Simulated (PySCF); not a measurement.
## Bond curve of AsPb

Set-up: PySCF, scalar-relativistic core potentials, basis sets As def2-SVP, Pb def2-SVP with ECP60. Energies in eV from As + Pb in their ground configurations at the same level. State: ²Π (doublet), unpaired electrons π ↑.

All columns are PBE0. A positive dipole means As(−)Pb(+).

```csv
R (Å),E (eV),μ (D),Mulliken charge on As (basis-dependent),HOMO (eV),LUMO (eV),Mayer bond order,⟨S²⟩
2.180,-1.156,1.33,-0.16,-5.98,-4.44,2.25,0.75
2.281,-1.835,1.69,-0.18,-6.03,-4.23,2.24,0.76
2.383,-2.195,2.02,-0.19,-5.83,-4.04,2.23,0.76
2.459,-2.315,2.26,-0.20,-5.67,-3.92,2.22,0.77
2.535,-2.340,2.46,-0.21,-5.52,-3.81,2.19,0.79
2.611,-2.296,2.60,-0.21,-5.38,-3.72,2.12,0.85
2.712,-2.174,2.67,-0.21,-5.24,-3.63,1.93,1.02
2.839,-1.973,2.68,-0.20,-5.14,-3.54,1.67,1.24
2.991,-1.704,2.72,-0.19,-5.08,-3.47,1.41,1.45
3.194,-1.345,2.81,-0.18,-5.07,-3.41,1.15,1.65
```

A fit through these points gives, at Re = 2.521 Å, μ = 2.42 D and dμ/dR = 2.47 D/Å; the reduced mass is 55.08 u.

Question: How strong is the fundamental in the double-harmonic approximation, I = 42.26·(dμ/dR)²/μred km/mol?

Answer: I = 42.26·(2.47)²/55.08 = 4.68 km/mol at PBE0.

⟨S²⟩ of the unrestricted solution departs from its pure value on part of the curve, where spin states mix. Spin–orbit coupling is left out, which matters for elements this heavy, above all for dissociation energies. The state is the lowest determinant that a PBE0 search found; another state may lie lower at other levels.
